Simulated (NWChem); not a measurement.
## Basis-set dependence for F₂Sn

```xyz
3

Sn     0.0000     0.0000     0.3462
F      1.4596     0.0000    -0.9616
F     -1.4596     0.0000    -0.9616
```
Charge 0, spin multiplicity 1.

Everything below was run with NWChem. The geometry was optimised at B3LYP/def2-SVP with def2 effective core potentials on Sn, a minimum by its harmonic frequencies.

Hartree-Fock energies in Ha, correlation energies in mHa.

Effective core potentials replace the inner electrons of Sn; spin-orbit coupling is left out. The correlated methods keep 6 core orbitals frozen. The structure started from a generated list of species.

| basis | functions | RHF | MP2 | SCS-MP2 |
|---|---|---|---|---|
| def2-SVP | 54 | -412.13203 | -465.4 | -447.4 |
| def2-TZVP | 112 | -412.40469 | -809.4 | -764.2 |

From def2-SVP to def2-TZVP the Hartree-Fock energy moves by -272.7 mHa and the MP2 correlation energy by -344.1 mHa, which is 43 % of its value in the larger set.
